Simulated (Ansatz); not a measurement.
`[SiH3][O][Ga]([Br])[Br]` + `[NH2][Sn][NH2]` → `[NH2][Ga]([Br])[Br]` + `[NH2][Sn][O][SiH3]`  (redistribution)

Computed with Ansatz on PBE0-D4/def2-TZVP structures; ΔE is electronic, products minus reactants. CCSD(T)/CBS adds triple-zeta CCSD(T) − MP2 to the extrapolated MP2 energy (def2 sets, frozen cores). DFT in def2-TZVPP. def2 core potentials past Kr. For Br, Ga, Sn outer-core shells are correlated without core-valence functions, which leaves a few kJ/mol of doubt a bond. Scalar relativity is left out up to krypton. One conformer a species, not always the lowest.

```csv
level,ΔE (eV)
revPBE,-0.32
LC-ωPBE,-0.35
MP2/def2-SVP,-0.32
CCSD(T)/def2-SVP,-0.32
```

**Question.** What does CCSD(T)/CBS give? (An estimate is asked.)

**Answer.** Computed: -0.37 eV. The listed levels differ from it by 0.05, 0.02, 0.05, 0.05 eV.

Largest T1 diagnostic among the species: 0.016.

At CCSD(T), def2-SVP lies +0.05 eV from the extrapolated value and def2-TZVPP +0.07 eV. Leaving LDA and LC-ωPBE aside and taking each functional with its dispersion term where it has one, the values, not all of them listed here, spread over 0.05 eV, from B97M-V to PBE-QIDH.
